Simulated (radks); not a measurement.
Q: Pb III, configuration [Kr] 4d10 4f14 5s2 5p4 5d10 6s2 7s2 (not the ground configuration). Method: scalar-relativistic Kohn-Sham, OLYP, spin-polarised, spherical densities, point nucleus; open shells are filled with parallel spins first (spin-orbit coupling, left out, can overturn this in heavy ions); computed with a radial shooting solver on a logarithmic mesh with Libxc functionals. Some entries of the table are withheld. Estimate them.

orbital  occ.  eigenvalue (Ry)  <r> (bohr)
1s up       1        -6480.832     0.01605
1s down     1        -6480.806     0.01605
2s up       1        -1162.401     0.06758
2s down     1        -1162.385     0.06758
2p up       3        -997.4787     0.06143
2p down     3        -997.4546     0.06143
3s up       1        -281.5784      0.1745
3s down     1        -281.5608      0.1745
3p up       3        -234.2971      0.1764
3p down     3        -234.2770      0.1764
3d up       5        -186.1726      0.1599
3d down     5        -186.1528      0.1599
4s up       1        -66.24172      0.3840
4s down     1        -66.21381      0.3840
4p up       3        -50.74124      0.4097
4p down     3        -50.71154      0.4096
4d up       5        -32.83076      0.4304
4d down     5        -32.79474      0.4301
5s up       1        -13.66923      0.8442
5s down     1        -13.49216      0.8447
4f up       7        -13.03053      0.4518
4f down     7        -12.98222      0.4507
5p up       3         -9.27862      0.9562
5p down     1         -9.10913      0.9596
5d up       5         -4.26432       1.196
5d down     5         -4.14121       1.210
6s up       1         -2.83579       1.949
6s down     1         -2.82413       1.957
6p up       0              (1)       2.407
6p down     0              (2)       2.414
7s up       1         -0.97872       4.299
7s down     1         -0.97454       4.315
6d up       0         -0.91277         (3)
6d down     0         -0.90558         (4)

A: 
(1) 6p up eigenvalue (Ry): -1.84715
(2) 6p down eigenvalue (Ry): -1.84036
(3) 6d up <r> (bohr): 3.680
(4) 6d down <r> (bohr): 3.704
